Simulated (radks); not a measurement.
Hg43+, 37 electrons, occupied as [Kr] 4d1.

Calculated with a radial shooting solver on a logarithmic mesh with Libxc functionals: scalar-relativistic Kohn-Sham, SCAN, spin-polarised, spherical densities, finite nucleus; open shells are filled with parallel spins first (spin-orbit coupling, left out, can overturn this in heavy ions); meta-GGA in the generalised Kohn-Sham scheme; Fermi nuclear charge, rms radius 5.4648 fm.

Energy parts (eV):
| part | energy |
|---|---|
| total | -500908.15 |
| kinetic | 566032.51 |
| electron-nucleus | -1165287.50 |
| Hartree | 106215.38 |
| exchange-correlation | -7868.53 |

Orbitals (lengths in bohr, moments of r in powers of bohr; r(max) is where P^2 peaks):
orbital,occ.,eigenvalue (eV),r(max)
1s up,1,-85298.41,0.01022
1s down,1,-85298.32,0.01022
2s up,1,-16845.43,0.05909
2s down,1,-16844.21,0.05909
2p up,3,-14810.07,0.04905
2p down,3,-14808.94,0.04905
3s up,1,-5514.117,0.1656
3s down,1,-5513.392,0.1656
3p up,3,-4919.899,0.1650
3p down,3,-4919.030,0.1650
3d up,5,-4310.494,0.1342
3d down,5,-4309.165,0.1343
4s up,1,-2533.196,0.3548
4s down,1,-2528.196,0.3547
4p up,3,-2312.489,0.3668
4p down,3,-2307.611,0.3667
4d up,1,-2070.056,0.3604

The highest occupied level is 4d up at -2070.1 eV. Spin moment in Bohr magnetons: 1.

Empty levels of this run are not shown, since the potential may be unsettled where no density lies.
